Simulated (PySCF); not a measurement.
A structure optimised at PBE-D3(BJ)/def2-SVP, used in a PySCF frequency run:

```
Si
N 1 1.7346
H 2 1.0229 1 118.01
C 2 1.4531 3 114.06 1 -174.71
H 4 1.1086 2 109.59 3 -176.56
H 4 1.1132 5 107.11 2 -121.90
H 4 1.1147 5 107.05 6 -115.10
H 1 1.5112 2 104.74 3 172.97
C 1 1.9502 8 108.21 5 -130.76
N 9 1.2981 1 108.27 8 -101.30
H 9 1.1184 10 119.72 1 -175.54
Si 10 1.8256 9 103.68 11 173.04
H 12 1.5070 10 108.86 9 -106.42
H 12 1.5086 13 107.39 10 124.28
```
Charge 0, spin multiplicity 1.

Question: Write its SMILES and formula.

Answer: CN[Si@H]1C=N[SiH2]1, C2H8N2Si2

Question: What are its rotational constants (standard atomic weights)?

Answer: 5.6338, 1.2362, 1.0861 GHz
